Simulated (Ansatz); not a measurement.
C4H10Si, SMILES `[SiH3]C1CCC1`. Total charge 0; spin multiplicity 1.

```
atom   x (Å)   y (Å)   z (Å)
 Si1  -1.393  -0.610  -1.181
  C2  -0.228  -0.680   0.283
  C3   1.256  -0.393  -0.071
  C4   1.055   1.056   0.409
  C5  -0.217   0.607   1.149
  H6  -1.160  -1.762  -2.096
  H7  -2.811  -0.639  -0.729
  H8  -1.174   0.647  -1.950
  H9  -0.410  -1.612   0.827
 H10   1.934  -0.949   0.581
 H11   1.579  -0.542  -1.104
 H12   1.852   1.505   1.002
 H13   0.822   1.725  -0.422
 H14  -0.019   0.379   2.199
 H15  -1.086   1.268   1.103
```

(1) Give the diagnostics of a CCSD(T)/def2-TZVPP run (frozen core, Ansatz 0.2.0). (Best estimate.)

Results:

(1) Computed: T1 = 0.0095, largest single amplitude 0.010, largest double 0.013, (T) share of the correlation energy 3.9 %, 8 CCSD cycles. The RHF solution is stable towards an unrestricted one. T1 lies under the customary mark of 0.02 for closed shells.
